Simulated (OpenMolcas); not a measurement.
V4+ (d1) among equal point charges was computed by CASSCF with the d shell active (OpenMolcas, ANO-RCC-VDZP on the metal). Its lowest spin-free states, and all those of the highest spin:

| 2S+1 | Degeneracy | E (cm-1) |
| --- | --- | --- |
| 2 | 2 | 0.0 |
| 2 | 3 | 3207 |

Question: Is the site octahedral, tetrahedral or cube-like, axial, or of lower symmetry?

Answer: The states with 2S+1 = 2 have orbital degeneracies 2, 3. Threefold states need a cubic site. For d1 at this spin an octahedron puts the threefold T2 below the twofold E and a tetrahedron or cube puts the twofold E below the threefold T2, so the site is a tetrahedron or a cube, which this pattern cannot tell apart. The first gap at this spin, 3210 cm-1, is |10Dq| in ligand-field theory. The run had V4+ among 4 point charges of -2 e arranged as a tetrahedron (Td), 1.73 Å from the ion.

An orbital doublet at a regular site is open to a Jahn-Teller distortion, which this geometry leaves out. The ground term spreads over less than 5000 cm-1, several times less than with real ligands, so orbital moments are less quenched and χT lies further from the spin-only value than at real sites. This is an electrostatic model: the charges have no orbitals. No measured value stands beside these numbers.
